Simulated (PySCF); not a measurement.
Be(H)(tBu), SMILES C[C](C)(C)[BeH] (GFN2-xTB optimised geometry):

```
15

Be     1.100    -0.071     0.000
H      2.379    -0.071     0.000
C     -0.647    -0.055    -0.031
C     -1.289    -1.093     0.909
C     -1.218     1.319     0.369
C     -1.172    -0.357    -1.448
H     -2.379    -1.047     0.845
H     -1.007    -0.913     1.946
H     -0.981    -2.104     0.648
H     -0.936     1.582     1.388
H     -0.856     2.104    -0.293
H     -2.309     1.311     0.315
H     -0.806     0.373    -2.169
H     -0.859    -1.345    -1.783
H     -2.265    -0.327    -1.466
```

Calculation: PBE0/def2-TZVP run with PySCF.

Task: What are the frontier orbital energies and the dipole moment?

Result: HOMO-2 -8.94 eV, HOMO-1 -8.93 eV, HOMO -7.27 eV, LUMO -0.37 eV, LUMO+1 -0.35 eV; dipole moment 0.15 D.

Meta-Löwdin charges at PBE0/def2-TZVP: Be1 1.09, H2 -0.50, C3 -0.47, C4 -0.35, C5 -0.35, C6 -0.35, H7 0.10, H8 0.10, H9 0.10, H10 0.10, H11 0.10, H12 0.10, H13 0.10, H14 0.10, H15 0.10.
